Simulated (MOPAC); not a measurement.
Input for MOPAC: PM6 on H4 chain, a point of a bond scan (R = 0.700 Å).

```
PM6 1SCF PRECISE CHARGE=0 THREADS=1
H4

H      0.00000000 1     0.00000000 1     0.00000000 1
H      0.00000000 1     0.00000000 1     0.70000000 1
H      0.00000000 1     0.00000000 1     1.40000000 1
H      0.00000000 1     0.00000000 1     2.10000000 1
```

It printed:

```
*******************************************************************************
 **                                                                           **
 **                              MOPAC v23.2.5                                **
 **                                                                           **
 *******************************************************************************
 ** MOPAC's Digital Object Identifier: https://doi.org/10.5281/zenodo.6511958 **
 **                                                                           **
 ** Please cite the open-source release paper for use of this MOPAC version:  **
 ** J. E. Moussa and J. J. P. Stewart (2026)                                  **
 ** MOPAC: An open-source semiempirical molecular orbital program             **
 ** J. Open Source Softw., 11(119), 8025, https://doi.org/10.21105/joss.08025 **
 *******************************************************************************

                              PM6 CALCULATION RESULTS

 *******************************************************************************
 *  PM6        - The PM6 Hamiltonian to be used
 *
 *
 *
 *                 CHARGE ON SYSTEM = 0
 *
 *
 *
 *  PRECISE    - TIGHTER CRITERIA TO BE USED
 *  1SCF       - DO 1 SCF AND THEN STOP
 *  THREADS=1  - MULTI-THREADING NOT USED
 *  T=         - A TIME OF 172800.0 SECONDS REQUESTED
 *  DUMP=N     - RESTART FILE WRITTEN EVERY 7200.0 SECONDS REQUESTED
 *******************************************************************************
PM6 1SCF PRECISE CHARGE=0 THREADS=1
 H4

   ATOM   CHEMICAL          X               Y               Z
  NUMBER   SYMBOL      (ANGSTROMS)     (ANGSTROMS)     (ANGSTROMS)

     1       H          0.00000000  *   0.00000000  *   0.00000000  *
     2       H          0.00000000  *   0.00000000  *   0.70000000  *
     3       H          0.00000000  *   0.00000000  *   1.40000000  *
     4       H          0.00000000  *   0.00000000  *   2.10000000  *



          CARTESIAN COORDINATES

    NO.       ATOM           X           Y           Z

     1         H          0.0000      0.0000      0.0000
     2         H          0.0000      0.0000      0.7000
     3         H          0.0000      0.0000      1.4000
     4         H          0.0000      0.0000      2.1000

 General Reference for PM6:
 "Optimization of Parameters for Semiempirical Methods V: Modification of NDDO Approximations
 and Application to 70 Elements", J. J. P. Stewart, J. Mol. Mod., 13, 1173-1213 (2007)
 URL: https://link.springer.com/article/10.1007/s00894-007-0233-4

           Empirical Formula: H4  =     4 atoms



      MOLECULAR POINT GROUP   :   D*h


      RHF CALCULATION, NO. OF DOUBLY OCCUPIED LEVELS = 2


 -------------------------------------------------------------------------------
 PM6 1SCF PRECISE CHARGE=0 THREADS=1
 H4



     1SCF WAS SPECIFIED, SO BFGS WAS NOT USED
     SCF FIELD WAS ACHIEVED


                              PM6 CALCULATION
                                                       MOPAC v23.2.5 Linux




          FINAL HEAT OF FORMATION =         29.00840 KCAL/MOL =     121.37117 KJ/MOL


          COSMO AREA              =         37.97 SQUARE ANGSTROMS
          COSMO VOLUME            =         19.91 CUBIC ANGSTROMS

          IONIZATION POTENTIAL    =         10.264138 EV
          HOMO LUMO ENERGIES (EV) =        -10.264  6.102
          NO. OF FILLED LEVELS    =          2
          MOLECULAR WEIGHT        =          4.0316         POINT GROUP:  D*h

          MOLECULAR DIMENSIONS (Angstroms)

            Atom       Atom       Distance
            H     4    H     1     2.10000
            H     4    H     1     0.00000
            H     1    H     2     0.00000


          SCF CALCULATIONS        =          1





   ATOM   CHEMICAL          X               Y               Z
  NUMBER   SYMBOL      (ANGSTROMS)     (ANGSTROMS)     (ANGSTROMS)

     1       H          0.00000000  *   0.00000000  *   0.00000000  *
     2       H          0.00000000  *   0.00000000  *   0.70000000  *
     3       H          0.00000000  *   0.00000000  *   1.40000000  *
     4       H          0.00000000  *   0.00000000  *   2.10000000  *

                             CARTESIAN COORDINATES

   1    H        0.000000000     0.000000000     0.000000000
   2    H        0.000000000     0.000000000     0.700000000
   3    H        0.000000000     0.000000000     1.400000000
   4    H        0.000000000     0.000000000     2.100000000


           Empirical Formula: H4  =     4 atoms



      MOLECULAR POINT GROUP   :   D*h


                  EIGENVALUES
 -22.14961 -10.26414   6.10196   9.09033


              NET ATOMIC CHARGES AND DIPOLE CONTRIBUTIONS

  ATOM NO.   TYPE          CHARGE      No. of ELECS.   s-Pop
    1          H          -0.100466        1.1005     1.10047
    2          H           0.100466        0.8995     0.89953
    3          H           0.100466        0.8995     0.89953
    4          H          -0.100466        1.1005     1.10047
 DIPOLE           X         Y         Z       TOTAL
 POINT-CHG.     0.000     0.000     0.000     0.000
 HYBRID         0.000     0.000     0.000     0.000
 SUM            0.000     0.000     0.000     0.000


          ATOMIC ORBITAL ELECTRON POPULATIONS

     Atom    s
    1  H   1.10047
    2  H   0.89953
    3  H   0.89953
    4  H   1.10047

 **********************
 *                    *
 * JOB ENDED NORMALLY *
 *                    *
 **********************




 == MOPAC DONE ==
```

The run finished.

Cost: very roughly 0.05 core-seconds.
